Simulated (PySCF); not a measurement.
Coordinates in bohr (charge 1 multiplicity 1):
```
Nb    0.0000    0.0000    0.0000
Cl   -2.4226    2.4226   -2.4226
Cl   -2.4226   -2.4226    2.4226
Cl    2.4226   -2.4226   -2.4226
Cl    2.4226    2.4226    2.4226
```

Level of theory: B3LYP/[Nb def2-SVP with ECP28, Cl def2-SVP], scalar-relativistic core potentials, density fitting, no spin–orbit coupling, PySCF.

This geometry of [NbCl4]+ is a stationary point at this level.

**Question.** What is the point group?

**Answer.** Td.

**Question.** Is it a minimum?

**Answer.** Yes: all harmonic wavenumbers are real.

**Question.** Which band is strongest in the infrared?

**Answer.** 488 cm⁻¹ (t2), 231 km/mol.

**Question.** Give the atomic charges and bond orders.

**Answer.** 
| atom | Mulliken | Löwdin | polar tensor | Mayer order to Nb1 |
| --- | --- | --- | --- | --- |
| Nb1 | 0.80 | -0.65 | 2.17 | – |
| Cl2,3,4,5 | 0.05 | 0.41 | -0.29 | 1.54 |

Stability towards spin polarisation was not tested. Other isomers or separated fragments may lie lower.
